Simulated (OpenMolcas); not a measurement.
Ir5+ among 6 point charges of -1 e arranged as an octahedron (Oh).

```
Program             : OpenMolcas
Method              : SS-CASPT2, IPEA 0.25 Eh, imaginary shift 0.1 Eh (closed shells correlated: 5s 5p)
Basis               : ANO-RCC-VTZP [8s7p5d3f1g]
Scalar Hamiltonian  : DKH2, point nucleus
Active space        : 4 electrons in 5 orbitals (5d)
State averaging     : 2S+1 = 5 even, 5 roots; 2S+1 = 3 even, 45 roots; 2S+1 = 1 even, 50 roots
Spin-orbit coupling : RASSI with atomic mean-field integrals over the reference wave functions
```

All point charges move together. At R = 1.7 Å the first state of the same spin is 8910 cm-1, and at R = 1.79 Å it is 6960 cm-1.

Question: A third run gives 4690 cm-1. What distance was it run at?

Answer: With a power law R^-n the two known points give n = -ln(6960 / 8910) / ln(1.79 / 1.7) = 4.79. Then R = 1.7 × (8910 / 4690)^(1/4.79) = 1.944 Å. The run was at 1.94 Å, so the estimate is off by +0.004 Å.

Roots that are degenerate in the reference are averaged as groups; the widest CASPT2 spread within a group is 420 cm-1 (the 3-fold group of multiplicity 3 near 51000 cm-1 above the lowest state of its run, R = 1.79). Shifts and gaps below about the spread of the groups concerned are not significant. Point charges give a weaker field than real ligands, and real ions of this kind are as a rule low spin; the high spin found here belongs to the model. Free-ion shares, where given, are those of the reference states; single-state CASPT2 does not remix them. Spin-orbit coupling mixes the spin-free states strongly: the lowest level takes only 37 % from its leading state, 5E (figures for R = 1.7; the like holds for R = 1.79, R = 1.94). This field is weak: 10Dq is about 8863 cm-1, while octahedral complexes of 5d ions of charge 3 and more, computed by the same method with explicit ligands, had a median near 35000 cm-1. Ground spin and moment need not be those of a real site (figures for R = 1.7; the like holds for R = 1.79, R = 1.94). This shell can be high or low spin here, a state of another spin lies low, and with metal d orbitals alone active their balance is uncertain, so the ground spin may be wrong (holds for R = 1.7; R = 1.79). The ground term spreads over less than 5000 cm-1, several times less than with real ligands, so orbital moments are less quenched and χT lies further from the spin-only value than at real sites (holds for R = 1.94). This is an electrostatic model: the charges have no orbitals. No measured value stands beside these numbers.
